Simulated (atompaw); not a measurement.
## Building the PAW (atompaw) potential for gallium (Ga) (PBE, non-relativistic).

| Property | Result |
| --- | --- |
| Element | Ga (Z = 31) |
| Generator | atompaw 4.2.0.5 |
| Type | PAW |
| Functional | PBE |
| Relativity | non-relativistic |
| Frozen core | [Ne] |
| Valence charge | 21 |
| Reference configuration | 3s2 3p6 3d10 4s2 4p0 (charge +1) |
| Partial waves | 3s (bound): rc 0.80 bohr; 4s (bound): rc 1.50 bohr; 3p (bound): rc 0.90 bohr; 4p (bound, empty): rc 1.05 bohr; 3d (bound): rc 1.50 bohr; 3d channel at -1 Ry: rc 1.50 bohr; 4f channel at 0.4 Ry: rc 1.20 bohr; 4f channel at 1.8 Ry: rc 1.50 bohr |
| Local potential | bessel scheme, radius 1.40 bohr |
| Core correction | smooth core density matched at 1.35 bohr |
| Augmentation charge | sinc compensation charge, radius 1.50 bohr; PAW radius 1.50 bohr; waves and projectors: custom polynom vanderbiltortho |

All-electron outer shells of the reference configuration (PBE, non-relativistic, ld1.x):

```csv
shell,level (eV),outermost node (bohr),outermost maximum (bohr)
2p,-1099.88,–,0.15
3s,-151.57,0.27,0.57
3p,-106.00,0.24,0.57
3d,-28.03,–,0.53
4s,-16.04,0.82,1.87
4p,-9.09,0.87,2.32
```

What the tests gave:

```
Cutoffs needed                                           : 140 Ry and 200 Ry (the cutoffs (Ry, on a coarse ladder) from which the occupation-weighted sum of valence levels, in a spherical-Bessel basis at the reference potential, stays within 10 and 1 mRy of its value at 400 Ry)
Ghost test                                               : no extra level below or beside the all-electron valence levels (s, p, d, f tested) (spherical-Bessel basis up to 400 Ry, 20 bohr box)
Lowest eigenvalue of the overlap operator                : 0.58 (s channel)
Overlap eigenvalues printed by atompaw (projector basis) : 0.532, 1.08, 1.18, 3.03, 48.9, 284, 1.24e+03, 2.68e+07
Share of each valence orbital outside the PAW sphere     : 3s 1 %, 4s 83 %, 3p 1 %, 4p 92 %, 3d 7 %
```

Generation and tests took about 0.81 s on one core of a shared server CPU.
